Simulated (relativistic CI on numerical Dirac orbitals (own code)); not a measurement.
# Ta⁴⁺: 4d photoemission

Computed with this model: Dirac-Coulomb-Breit CI, KLI orbitals optimised for each configuration, QED by a radiative potential, valence Slater integrals scaled by 0.8, multiplet model of photoemission in the sudden approximation; configurations [Xe] 4f14 5d → [Kr] 4d9 4f14 5s2 5p6 5d; 300 K; Lorentzian 4.9 eV and Gaussian 0.6 eV FWHM. Energies are those of the free ion, without screening or charge transfer. The energies are binding energies and can lie tens of eV above those of solids. S is read from ⟨S²⟩ = S(S + 1).

free ion: ground-state S = 0.50, centroid 288.08 eV. Peaks (eV, height): 283.2 (100), 294.8 (67).

Strongest unbroadened transitions for free ion:

| Energy (eV) | Relative strength |
| --- | --- |
| 282.63 | 30.1 |
| 283.21 | 100.0 |
| 283.42 | 53.2 |
| 283.75 | 76.8 |
| 283.95 | 3.6 |
| 284.57 | 2.0 |
| 284.59 | 3.1 |
| 284.77 | 1.3 |
| 286.89 | 0.9 |
| 294.67 | 29.8 |
| 294.74 | 77.7 |
| 295.43 | 55.2 |
| 295.46 | 4.0 |
| 295.77 | 0.0 |
| 296.01 | 1.1 |
| 296.29 | 1.1 |
| 298.09 | 10.4 |
